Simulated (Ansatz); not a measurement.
The cluster Al₄Te₆⁻: single points at one geometry.

```yaml
crystal:
  periodic: [false, false, false]
  atoms:
    - {symbol: Al, position_ang: [1.970111, 0.462965, -1.617236]}
    - {symbol: Al, position_ang: [-0.785795, -0.168672, -1.399365]}
    - {symbol: Al, position_ang: [0.722212, 0.286492, 0.953403]}
    - {symbol: Al, position_ang: [-1.965313, 0.586060, 1.013752]}
    - {symbol: Te, position_ang: [-1.732590, -1.533740, 2.607694]}
    - {symbol: Te, position_ang: [1.175436, -1.929744, -0.810730]}
    - {symbol: Te, position_ang: [0.302991, 1.235853, -3.369651]}
    - {symbol: Te, position_ang: [2.899704, 1.768062, 0.330151]}
    - {symbol: Te, position_ang: [-3.314547, -0.242133, -1.143879]}
    - {symbol: Te, position_ang: [0.727790, -0.465144, 3.435861]}
basis:
  gaussian: {orbitals: def2-SVP, initial_orbitals: start.molden}
total_charge: -1
magnetization: {spin_polarized: true, initial_magnetization: 1}
hamiltonian: {xc: pbe, dispersion: d4}
scf: {omitted_lower_state_checks: [starts]}
output: {forces: true, orbitals: {seedname: orbitals}}
```

The file start.molden holds the orbitals of an earlier run on this structure, at another level or in another basis.

```sh
$ ansatz run in.yaml --threads 4 --pin off --events-out ev --progress --plain --max-ram 6963MiB
```

Shortened log:

```
Functional definition: PBE
2692 factors; their error is unknown
mean field evaluation 1: about -70136.7362 eV, gradient 6.0e0 eV
mean field evaluation 2: about -70136.9349 eV, gradient 2.7e-1 eV
mean field evaluation 4: about -70136.8686 eV, gradient 9.4e-3 eV
mean field -70136.86865107 eV, -2577.4823824498 hartree, gradient 3.1e-5 eV, S^2 0.756362; 0 other end points of the search recorded, 0 dependent functions left out
reference -70136.86869649 eV, -2577.4823841188 hartree; 99, 98 occupied and 129, 130 virtual orbitals, 2692 factors
Total energy: -70138.03959044 eV, -2577.5254136779 hartree
Atom 0 at     1.970111     0.462965    -1.617236 Å, force     0.003095    -0.006612    -0.000615 eV/Å
Atom 1 at    -0.785795    -0.168672    -1.399365 Å, force    -0.006152     0.009097    -0.000310 eV/Å
Atom 2 at     0.722212     0.286492     0.953403 Å, force     0.002359     0.008478     0.007383 eV/Å
Atom 3 at    -1.965313     0.586060     1.013752 Å, force    -0.003273    -0.011576    -0.002146 eV/Å
Atom 4 at    -1.732590    -1.533740     2.607694 Å, force     0.007382     0.011346    -0.005097 eV/Å
Atom 5 at     1.175436    -1.929744    -0.810730 Å, force     0.010808     0.006384     0.000191 eV/Å
Atom 6 at     0.302991     1.235853    -3.369651 Å, force    -0.005932    -0.002897     0.003629 eV/Å
Atom 7 at     2.899704     1.768062     0.330151 Å, force    -0.001733    -0.010405    -0.001507 eV/Å
Atom 8 at    -3.314547    -0.242133    -1.143879 Å, force    -0.006872     0.000631    -0.006960 eV/Å
Atom 9 at     0.727790    -0.465144     3.435861 Å, force     0.000318    -0.004446     0.005432 eV/Å
Dipole moment:     0.381379    -0.225310    -0.201921 e Å
Checks for a lower state left out: starts
```

It took 19 s on 4 threads of Arm Neoverse V1 on a shared host, peak host memory 0.64 GiB.

As the first input, with `hamiltonian: {xc: r2scan, dispersion: d4}`, `output: {orbitals: {seedname: orbitals}}` (abridged; 43 s):

```
Functional definition: r2SCAN
mean field -70167.35882691 eV, -2578.6028757451 hartree, gradient 2.1e-5 eV, S^2 0.761785
Total energy: -70167.61880078 eV, -2578.6124296083 hartree
Checks for a lower state left out: starts
```

The first input with `hamiltonian: {xc: pbe0, dispersion: d4}`, `output: {orbitals: {seedname: orbitals}}` (abridged; 36 s):

```
Functional definition: PBE0
mean field -70142.40926722 eV, -2577.6859963378 hartree, gradient 1.8e-5 eV, S^2 0.759352
Total energy: -70143.46740088 eV, -2577.7248820326 hartree
Checks for a lower state left out: starts
```

Geometry: PBE-D4/def2-SVP.

In the def2 sets Te takes a core potential; there is no spin–orbit coupling. Another isomer (doublet) lies 1.84 eV lower at PBE0-D4/def2-SVP; other spin states weren't run for this one.
